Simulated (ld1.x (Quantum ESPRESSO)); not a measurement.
What one change does to a pseudopotential (Ar, ultrasoft)

| Quantity | Value |
| --- | --- |
| Element | Ar (Z = 18) |
| Generator | ld1.x (Quantum ESPRESSO) 7.5 |
| Type | ultrasoft |
| Functional | PBE |
| Relativity | scalar-relativistic |
| Frozen core | [Ne] |
| Valence charge | 8 |
| Reference configuration | 3s2 3p4.5 (charge +1.5) |
| Partial waves | 3s (bound): rcut 1.20, rcutus 1.40 bohr; 3s channel at -1.4 Ry: rcut 1.20, rcutus 1.40 bohr; 3p (bound): rcut 0.75, rcutus 0.90 bohr; 3p channel at 2.2 Ry: rcut 0.75, rcutus 0.90 bohr |
| Local potential | all-electron potential smoothed inside 1.05 bohr (lloc = -1) |
| Core correction | a·sin(br)/r model core inside 0.65 bohr |
| Augmentation charge | PSQ, inside the norm-conserving radii |

All-electron outer shells of the reference configuration (PBE, scalar-relativistic, ld1.x):

```csv
shell,level (eV),outermost node (bohr),outermost maximum (bohr)
3s,-43.46,0.51,1.16
3p,-28.61,0.49,1.25
```

Change: core correction a·sin(br)/r model core inside 0.46 bohr.

Cutoffs: the cutoffs (Ry, on a coarse ladder) from which the occupation-weighted sum of valence levels, in a spherical-Bessel basis at the reference potential, stays within 10 and 1 mRy of its value at 400 Ry; they do not see the model core or the augmentation charge, which bear on the density cutoff. Errors are all-electron minus pseudo energies relative to the spin-unpolarised reference configuration.

Problem. How do hardness, ghosts and transferability respond?

Solution. The potential gets neither clearly harder nor softer (80 Ry and 120 Ry → 80 Ry and 120 Ry); both files keep a bound ghost (p); of the 7 tests that both files solve, the error grows in 6 and shrinks in 1 by more than 15 % and 0.3 meV (median size 2.3 → 3.9 meV). A model core, the more so a compact one, raises the density cutoff, which this test does not measure.

| quantity | base | changed |
| --- | --- | --- |
| cutoff, loose | 80 Ry | 80 Ry |
| cutoff, tight | 120 Ry | 120 Ry |
| bound ghosts | p | p |
| error for 3s2 3p6, meV [ΔE -28.72 eV] | -1.4 | -3.9 |
| error for 3s2 3p5, meV [ΔE -12.67 eV] | +0.5 | 0.0 |
| error for 3s2 3p4, meV [ΔE 15.99 eV] | -2.3 | -3.0 |
| error for 3s2 3p3, meV [ΔE 58.58 eV] | -16 | -25 |
| error for 3s2 3p5.5, meV [ΔE -22.18 eV] | -0.2 | -1.6 |
| error for 3s1 3p6, meV [ΔE 1.95 eV] | -14 | -25 |
| error for 3s2 3p2, meV [ΔE 116.21 eV] | -49 | -81 |
| s: phases at 1.55 bohr within 0.05 rad from the reference energy up to (Ry; the scan ends near 5) | to the end of the scan | to the end of the scan |
| p: phases at 1.55 bohr within 0.05 rad from the reference energy up to (Ry; the scan ends near 5) | to the end of the scan | to the end of the scan |
| lowest overlap eigenvalue by channel | s 0.38, p 0.78 | s 0.38, p 0.78 |

 A true bound ghost makes a file unfit for plane-wave use even where its test errors are small: the radial tests pick states by their node count and pass the ghost by.
